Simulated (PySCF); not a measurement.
**Which orbitals make which state**

Compound: C5H7GaOS.
Atom-mapped SMILES: `[CH3:1][O:2][c:3]1[cH:4][cH:5][s:6][c:7]1[GaH2:8]` (hydrogens: H9, H10, H11 on C1; H12 on C4; H13 on C5; H14, H15 on Ga8)

The calculation used TDDFT B3LYP/def2-SVPD, vertical, gas phase, core orbitals frozen in the response in PySCF. One conformer (not necessarily the lowest) at the PBE0-D3(BJ)/def2-SVP geometry, without solvent, vibrations or thermal averaging. Relativistic effects, spin–orbit coupling among them, are left out although an element past zinc is present. Torsions of this conformer, `[CH3:1][O:2][c:3]1[cH:4][cH:5][s:6][c:7]1[GaH2:8]`: C1–O2–C3–C4 -1°.

Orbital energies (eV): HOMO-3 -8.36, HOMO-2 -8.06, HOMO-1 -7.01, HOMO -6.15, LUMO -1.82, LUMO+1 -0.39, LUMO+2 0.24.

**Question.** Among the lowest singlets, which states do these configurations lead, and at what energies: HOMO-1→LUMO+1, HOMO→LUMO+1, HOMO→LUMO, HOMO-2→LUMO, HOMO→LUMO+2, HOMO-3→LUMO, HOMO-1→LUMO?

**Answer.** 

```csv
state,leading configuration,weight,Δε (eV),E (eV),E − Δε (eV),f,other configurations
S1,HOMO→LUMO,0.97,4.33,3.80,-0.53,0.109,–
S2,HOMO-1→LUMO,0.93,5.19,4.61,-0.58,0.108,–
S3,HOMO-2→LUMO,0.99,6.24,5.18,-1.06,0.0000,–
S4,HOMO→LUMO+1,0.90,5.76,5.21,-0.55,0.066,–
S5,HOMO-3→LUMO,0.93,6.54,5.43,-1.11,0.0027,–
S7,HOMO→LUMO+2,0.90,6.39,5.60,-0.78,0.0015,–
S10,HOMO-1→LUMO+1,0.89,6.63,6.16,-0.47,0.076,–
```

E − Δε runs from -1.11 to -0.47 eV. By orbital difference alone the order would be S1, S2, S4, S3, S7, S5, S10. Δε is the difference of the two orbital energies.

H and L stand for HOMO and LUMO. The other states: S6 5.52 eV, f 0.0092, H→L+3 (82%); S8 6.02 eV, f 0.0036, H→L+4 (83%), H→L+5 (9%); S9 6.14 eV, f 0.0003, H→L+5 (82%), H→L+4 (11%).

**Question.** Pair triplets and singlets of the same leading configuration (75% or more in both) and give the splittings.

**Answer.** 

```tsv
configuration	triplet	E(T) (eV)	singlet	E(S) (eV)	E(S) − E(T) (eV)
HOMO→LUMO	T1	2.95	S1	3.80	+0.85
HOMO-1→LUMO	T2	3.87	S2	4.61	+0.75
HOMO→LUMO+1	T3	4.29	S4	5.21	+0.92
HOMO-2→LUMO	T4	4.81	S3	5.18	+0.37
```

The 4 triplets are Tamm–Dancoff values, the singlets full response.

Summed over the main configurations (up to three a state, each over 8%) of all 10 singlets, the electron leaves HOMO with weight 5.45, HOMO-1 with weight 1.82, HOMO-2 with weight 0.99 and HOMO-3 with weight 0.93.

All these states lie below the vertical ionisation energy of 8.06 eV (ΔSCF).

The run took 4.3 min of wall time on one thread of an x86-64 server, on a shared host.
